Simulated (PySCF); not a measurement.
# Levels of Pm⁵⁰⁺ from EOM-EA-GCCSD

Reference: closed-shell Pm⁵¹⁺, [Ne]; one electron is added. Calculated with PySCF 2.14, two-component X2C-1e with screened spin-orbit coupling, an uncontracted even-tempered set (17 s from 7.4 bohr⁻², ratio 2.6; 13 p from 9.6 bohr⁻², ratio 2.6; 6 d from 9.9 bohr⁻², ratio 2.8; 3 f from 220 bohr⁻², ratio 2.8); frozen 1s2; the 48 highest virtual spinors dropped; of the others 44 kept and the rest restored at second order. No Breit or QED terms. Binding energies in eV.

| level | Koopmans |
| --- | --- |
| 3s1/2 | 4478.9 |
| 3p1/2 | 4359.8 |
| 3p3/2 | 4206.7 |
| 3d3/2 | 4057.6 |
| 3d5/2 | 4023.0 |

(1) How does correlation move these levels?

For comparison, the ionisation energy of Pm⁵⁰⁺ is 4476 ± 4 eV (theoretical estimate listed by NIST; NIST Atomic Spectra Database, ionization energies).

Only part of the computed levels is shown.

Results:

(1) 3s1/2: second order 4479.7, EOM-CCSD 4479.7; 3p1/2: second order 4360.8, EOM-CCSD 4360.8; 3p3/2: second order 4207.6, EOM-CCSD 4207.6; 3d3/2: second order 4058.3, EOM-CCSD 4058.3; 3d5/2: second order 4023.6, EOM-CCSD 4023.6.
